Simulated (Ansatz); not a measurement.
The cluster Li₂Al₃ was relaxed with B3LYP-D4 (def2-TZVP) in Ansatz in these states: neutral doublet, neutral quartet. The geometries follow in no particular order.

A:

Cartesian coordinates in Å:
```
Al 0.095 -1.417 0.114
Al -1.003 0.799 0.098
Al 0.200 0.435 2.412
Li -0.957 -0.665 -2.253
Li 1.666 0.848 -0.371
```

B:

```tsv
atom	x (Å)	y (Å)	z (Å)
Al1	0.884	-0.610	-1.013
Al2	-1.226	-0.347	0.748
Al3	1.184	-0.903	1.552
Li4	-1.521	0.101	-1.837
Li5	0.679	1.758	0.551
```

Problem. Judge from the bond lengths which geometry belongs to which state (an estimate).

Solution. A is the neutral doublet (Al1–Al2 2.473 Å, Al2–Li5 2.710 Å, Al2–Li4 2.769 Å); B is the neutral quartet (Al1–Al2 2.760 Å, Al2–Li5 2.846 Å, Al2–Li4 2.640 Å).
